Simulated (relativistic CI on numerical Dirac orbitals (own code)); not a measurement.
# L2,3 absorption of copper in several valence states

Computed multiplet spectra 2p⁶3dⁿ → 2p⁵3dⁿ⁺¹ (Dirac-Coulomb-Breit ions, Slater integrals scaled by 0.8, an assumed crystal field that grows with the charge, no charge transfer; 300 K; Lorentzian 0.4 eV and Gaussian 0.3 eV FWHM at both edges, so that L2 comes out sharper than in experiment). Peaks over 5 % are given in eV from the highest peak in the L3 region of each spectrum (height, largest 100). S of the lowest state is read from ⟨S²⟩, and the branching ratio is the share of L3, cut at the minimum between the edges.

Field parameters in Wybourne normalisation: Td as Oh with Dq negative (B⁴₀ = 21Dq, B⁴₄ = √(5/14) B⁴₀). The field is a parameter set, without covalency.

- Cu2+ (d9, Td, 10Dq = -3900 cm⁻¹): S = 0.50, branching ratio 0.99; peaks 0.0 (100)
- Cu3+ (d8, Td, 10Dq = -5000 cm⁻¹): S = 1.00, branching ratio 0.92; peaks 0.0 (100), 0.7 (92), 3.0 (21), 22.1 (15)
- Cu4+ (d7, Td, 10Dq = -6150 cm⁻¹): S = 1.50, high spin, branching ratio 0.78; peaks -0.9 (49), 0.0 (100), 0.8 (98), 1.3 (90), 1.8 (90), 2.5 (56), 3.9 (22), 5.5 (12), 5.8 (12), 20.2 (13), 20.9 (28), 21.7 (58), 24.1 (11), 25.2 (9)

The centroid of the whole edge, which also moves with the branching ratio, lies at 931.5 (Cu2+), 936.1 (Cu3+), 942.9 (Cu4+) eV in this ionic model, in steps of 4.6 to 6.8 eV. Compounds show about 1 to 2 eV a unit and lower energies for the high valences, since ligands screen the charge. The multiplet shape follows the d count and the spin state, and so serves as a fingerprint of valence. For d9 in this field spin-orbit coupling puts the hole into a state that the L2 transition cannot reach; a distortion restores L2.
